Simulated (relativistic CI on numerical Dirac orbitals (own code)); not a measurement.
# Ru⁺ (4d7) in a crystal field

Calculated by Dirac-Coulomb-Breit CI, KLI orbitals optimised for each configuration, model QED (radiative potential, 1s self-energy scaled to tabulated hydrogen-like ionisation energies), valence Slater integrals scaled by 0.65, one configuration in a parametric crystal field (own radial code).

Field parameters in Wybourne normalisation: D4h B²₀ = −7Ds, B⁴₀ = 21(Dq − Dt), B⁴₄ = 21√(5/14) Dq. The field is a parameter set, without covalency.

S and J are read from ⟨S²⟩ = S(S + 1) and ⟨J²⟩ = J(J + 1) of each level; they are not fictitious spins.

D4h, 10Dq = 16150, Ds = -1500, Dt = -90 cm⁻¹, the lowest 10 levels:

| E (cm⁻¹) | Degeneracy | Irrep | S | J |
| --- | --- | --- | --- | --- |
| 0.0 | 2 | Γ7 | 0.52 | 3.97 |
| 6094 | 2 | Γ6 | 0.61 | 3.95 |
| 8297 | 2 | Γ6 | 1.46 | 3.99 |
| 8574 | 2 | Γ6 | 1.49 | 3.71 |
| 8967 | 2 | Γ7 | 1.49 | 3.37 |
| 9471 | 2 | Γ7 | 1.49 | 2.98 |
| 12539 | 2 | Γ7 | 1.48 | 3.40 |
| 12746 | 2 | Γ6 | 1.47 | 3.42 |
| 15270 | 2 | Γ7 | 0.54 | 4.15 |
| 16096 | 2 | Γ6 | 0.52 | 4.33 |

Principal g values of the ground doublet: 2.14, 2.14, 2.41.

D4h, 10Dq = 16150, Ds = 3000, Dt = -90 cm⁻¹, the lowest 10 levels:

```csv
E (cm⁻¹),Degeneracy,Irrep,S,J
0.0,2,Γ6,0.53,3.97
6499,2,Γ7,1.50,3.42
6554,2,Γ6,1.48,3.56
10901,2,Γ7,0.58,3.92
13277,2,Γ7,0.54,3.32
14273,2,Γ6,0.99,4.36
15126,2,Γ6,1.44,3.67
15213,2,Γ7,0.86,3.62
15433,2,Γ6,1.16,4.15
15707,2,Γ7,1.31,3.42
```

Principal g values of the ground doublet: 2.00, 2.36, 2.36.

D4h, 10Dq = 16150, Ds = 2590, Dt = -90 cm⁻¹, the lowest 10 levels:

| E (cm⁻¹) | Degeneracy | Irrep | S | J |
| --- | --- | --- | --- | --- |
| 0.0 | 2 | Γ6 | 0.53 | 3.97 |
| 6494 | 2 | Γ7 | 1.50 | 3.43 |
| 6545 | 2 | Γ6 | 1.48 | 3.58 |
| 9396 | 2 | Γ7 | 0.57 | 3.93 |
| 13553 | 2 | Γ6 | 1.36 | 4.02 |
| 14081 | 2 | Γ6 | 1.48 | 3.60 |
| 14171 | 2 | Γ7 | 1.06 | 3.50 |
| 14679 | 2 | Γ7 | 1.17 | 3.37 |
| 14894 | 2 | Γ7 | 1.39 | 3.25 |
| 15035 | 2 | Γ6 | 0.76 | 4.53 |

Principal g values of the ground doublet: 2.00, 2.36, 2.36.

The free-ion ground term has S = 3/2. The field overcomes the spin-pairing energy for D4h, 10Dq = 16150, Ds = -1500, Dt = -90 cm⁻¹; D4h, 10Dq = 16150, Ds = 3000, Dt = -90 cm⁻¹; D4h, 10Dq = 16150, Ds = 2590, Dt = -90 cm⁻¹, where the ground state has lower spin; these fields are assumed values.

Levels of this model without a field, named by their leading LS term (the scale mimics covalency, so terms lie below those of the real free ion): ⁴F9/2 0, ⁴F7/2 1438, ⁴F5/2 2346, ⁴F3/2 2918, ⁴P3/2 8494, ⁴P5/2 8610, ²G9/2 8774, ⁴P1/2 9527 cm⁻¹.
